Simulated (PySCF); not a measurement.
Method: ωB97X-D3(BJ)/def2-TZVP // B3LYP-D3(BJ)/def2-SVP (PySCF 2.14.0). Isolated molecules, 0 K electronic values unless said otherwise. One relaxed conformer stands for a flexible species; it need not be the lowest. Delta-SCF ions had no search for a lower state. 

Reference species (SMILES): `C=C(S)c1ccc([SiH3])cc1` (C–C–S–H torsion -11°, S–C–C–C torsion -38°) (neutral, multiplicity 1).

```
Quantity                                   Value
--------------------------------------  --------
vertical electron affinity (Delta-SCF)  -0.22 eV
HOMO                                    -8.71 eV
```

Changed species: `c1c(cc(S)cc1C=C)[SiH3]` (C–C–C–C torsion -180°, C–C–S–H torsion 1°).

Problem. What does the change do to the vertical electron affinity (Delta-SCF) and HOMO?

Solution. the vertical electron affinity (Delta-SCF) rises by 0.09 eV, to -0.13 eV; the HOMO rises by 0.11 eV, to -8.60 eV.
